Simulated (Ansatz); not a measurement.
Basis-set extrapolation for C2H6BFS, SMILES `CCSBF` (PBE0-D4/def2-TZVP geometry, frozen core, Ansatz). Multiplicity 1, RHF reference.

```csv
,def2-TZVPP,def2-QZVPP
HF,-601.062281,-601.082798
MP2 correlation,-0.875284,-0.943706
CCSD(T) correlation,-0.956598,not run
```

Energies in hartree. Use E(X) = E(∞) + A·exp(−7.88·√X) for Hartree–Fock and E(X) = E(∞) + B·X^(−2.97) for correlation, with X = 3 and 4, and add CCSD(T) minus MP2 of the smaller set to the MP2 limit.

Q: What is the CCSD(T) energy at the basis-set limit?

A: HF limit: -601.082798 + (-0.020517) × 0.13774 = -601.08562. MP2 limit: -0.943706 + (-0.068422) × 0.74074 = -0.99439. Higher-order term: -0.956598 − (-0.875284) = -0.08131. Total: -602.16132 hartree, 374.0 kJ/mol below CCSD(T)/def2-TZVPP.
